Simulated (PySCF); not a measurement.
C₅H₈ClFO.
Cartesian coordinates in Å at the GFN2-xTB level; atoms count from 1:
```
atom  x, y, z in Å
C1     2.0687   -0.9116    0.3235
C2     1.0929   -0.1047   -0.0598
C3    -0.2966   -0.5642   -0.4059
O4    -1.2277    0.1701    0.3602
C5    -2.5600   -0.1761    0.0795
C6     1.2878    1.3728   -0.2024
F7     2.4157    1.8123    0.4071
Cl8    1.4236    1.7854   -1.9478
H9     1.9147   -1.9708    0.4299
H10    3.0520   -0.5359    0.5477
H11   -0.4822   -0.3951   -1.4802
H12   -0.3964   -1.6405   -0.2061
H13   -2.7503   -1.2345    0.2957
H14   -2.8093    0.0197   -0.9709
H15   -3.1811    0.4436    0.7226
H16    0.4406    1.9383    0.1992
```

Computed with TDDFT B3LYP/def2-SVPD, vertical, gas phase, core orbitals frozen in the response in PySCF.

Computed states:

```
state  E (eV)       f
   S1    5.71  0.0029
   S2    6.24   0.032
   S3    6.64   0.169
   S4    6.81   0.044
   S5    6.97   0.029
   S6    7.36   0.023
   S7    7.40   0.014
   S8    7.43   0.026
```

Broadening: Gaussians 0.25 eV wide at half height, area fixed by f = 4.319×10⁻⁹ ∫ε dν̃. The width is an assumption, not a result. The curve ends short of the highest state used, and states not computed would add to its high-energy end.

Question: Give the broadened spectrum and its maxima.

Answer: 
```json
{"E (eV)": "5.34", "ε (L mol⁻¹ cm⁻¹)": "1"}
{"E (eV)": "5.37", "ε (L mol⁻¹ cm⁻¹)": "2"}
{"E (eV)": "5.39", "ε (L mol⁻¹ cm⁻¹)": "3"}
{"E (eV)": "5.42", "ε (L mol⁻¹ cm⁻¹)": "7"}
{"E (eV)": "5.45", "ε (L mol⁻¹ cm⁻¹)": "14"}
{"E (eV)": "5.47", "ε (L mol⁻¹ cm⁻¹)": "22"}
{"E (eV)": "5.50", "ε (L mol⁻¹ cm⁻¹)": "41"}
{"E (eV)": "5.53", "ε (L mol⁻¹ cm⁻¹)": "69"}
{"E (eV)": "5.56", "ε (L mol⁻¹ cm⁻¹)": "109"}
{"E (eV)": "5.58", "ε (L mol⁻¹ cm⁻¹)": "141"}
{"E (eV)": "5.61", "ε (L mol⁻¹ cm⁻¹)": "193"}
{"E (eV)": "5.64", "ε (L mol⁻¹ cm⁻¹)": "245"}
{"E (eV)": "5.66", "ε (L mol⁻¹ cm⁻¹)": "274"}
{"E (eV)": "5.69", "ε (L mol⁻¹ cm⁻¹)": "305"}
{"E (eV)": "5.72", "ε (L mol⁻¹ cm⁻¹)": "312"}
{"E (eV)": "5.74", "ε (L mol⁻¹ cm⁻¹)": "304"}
{"E (eV)": "5.77", "ε (L mol⁻¹ cm⁻¹)": "273"}
{"E (eV)": "5.80", "ε (L mol⁻¹ cm⁻¹)": "226"}
{"E (eV)": "5.83", "ε (L mol⁻¹ cm⁻¹)": "175"}
{"E (eV)": "5.85", "ε (L mol⁻¹ cm⁻¹)": "142"}
{"E (eV)": "5.88", "ε (L mol⁻¹ cm⁻¹)": "103"}
{"E (eV)": "5.91", "ε (L mol⁻¹ cm⁻¹)": "83"}
{"E (eV)": "5.93", "ε (L mol⁻¹ cm⁻¹)": "85"}
{"E (eV)": "5.96", "ε (L mol⁻¹ cm⁻¹)": "121"}
{"E (eV)": "5.99", "ε (L mol⁻¹ cm⁻¹)": "214"}
{"E (eV)": "6.02", "ε (L mol⁻¹ cm⁻¹)": "387"}
{"E (eV)": "6.04", "ε (L mol⁻¹ cm⁻¹)": "559"}
{"E (eV)": "6.07", "ε (L mol⁻¹ cm⁻¹)": "917"}
{"E (eV)": "6.10", "ε (L mol⁻¹ cm⁻¹)": "1391"}
{"E (eV)": "6.12", "ε (L mol⁻¹ cm⁻¹)": "1759"}
{"E (eV)": "6.15", "ε (L mol⁻¹ cm⁻¹)": "2339"}
{"E (eV)": "6.18", "ε (L mol⁻¹ cm⁻¹)": "2872"}
{"E (eV)": "6.20", "ε (L mol⁻¹ cm⁻¹)": "3152"}
{"E (eV)": "6.23", "ε (L mol⁻¹ cm⁻¹)": "3395"}
{"E (eV)": "6.26", "ε (L mol⁻¹ cm⁻¹)": "3388"}
{"E (eV)": "6.29", "ε (L mol⁻¹ cm⁻¹)": "3154"}
{"E (eV)": "6.31", "ε (L mol⁻¹ cm⁻¹)": "2919"}
{"E (eV)": "6.34", "ε (L mol⁻¹ cm⁻¹)": "2556"}
{"E (eV)": "6.37", "ε (L mol⁻¹ cm⁻¹)": "2354"}
{"E (eV)": "6.39", "ε (L mol⁻¹ cm⁻¹)": "2411"}
{"E (eV)": "6.42", "ε (L mol⁻¹ cm⁻¹)": "2938"}
{"E (eV)": "6.45", "ε (L mol⁻¹ cm⁻¹)": "4139"}
{"E (eV)": "6.47", "ε (L mol⁻¹ cm⁻¹)": "5362"}
{"E (eV)": "6.50", "ε (L mol⁻¹ cm⁻¹)": "7804"}
{"E (eV)": "6.53", "ε (L mol⁻¹ cm⁻¹)": "10799"}
{"E (eV)": "6.56", "ε (L mol⁻¹ cm⁻¹)": "13974"}
{"E (eV)": "6.58", "ε (L mol⁻¹ cm⁻¹)": "15946"}
{"E (eV)": "6.61", "ε (L mol⁻¹ cm⁻¹)": "18303"}
{"E (eV)": "6.64", "ε (L mol⁻¹ cm⁻¹)": "19588"}
{"E (eV)": "6.66", "ε (L mol⁻¹ cm⁻¹)": "19753"}
{"E (eV)": "6.69", "ε (L mol⁻¹ cm⁻¹)": "19015"}
{"E (eV)": "6.72", "ε (L mol⁻¹ cm⁻¹)": "17360"}
{"E (eV)": "6.75", "ε (L mol⁻¹ cm⁻¹)": "15202"}
{"E (eV)": "6.77", "ε (L mol⁻¹ cm⁻¹)": "13689"}
{"E (eV)": "6.80", "ε (L mol⁻¹ cm⁻¹)": "11543"}
{"E (eV)": "6.83", "ε (L mol⁻¹ cm⁻¹)": "9704"}
```

Maxima: 217 nm (5.71 eV), ε about 310, made up of S1 (100%); 199 nm (6.24 eV), ε about 3400, made up of S2 (100%); 186 nm (6.66 eV), ε about 20000, made up of S3 (91%) (ε in L mol⁻¹ cm⁻¹; maxima over ε = 5, shares over 10%).

Question: What would ε be at 6.66 eV, the highest of these maxima, with half the width (0.125 eV)?

Answer: About 34200 L mol⁻¹ cm⁻¹ against 19800, a factor of about 1.7; a lone state at its own centre would give exactly 2.

Question: Coming from long wavelengths, where does ε first pass 100 L mol⁻¹ cm⁻¹?

Answer: At about 223 nm (5.55 eV), 0.16 eV below S1.

Question: On this curve, what absorbance would a 10⁻⁵ mol/L sample give at 222 nm over a 1 cm path?

Answer: 222 nm is 5.585 eV, where ε is about 150 L mol⁻¹ cm⁻¹, so A = ε c l ≈ 0.0015 (Beer–Lambert, with the gas-phase spectrum and the assumed width).

One conformer stands for the species.
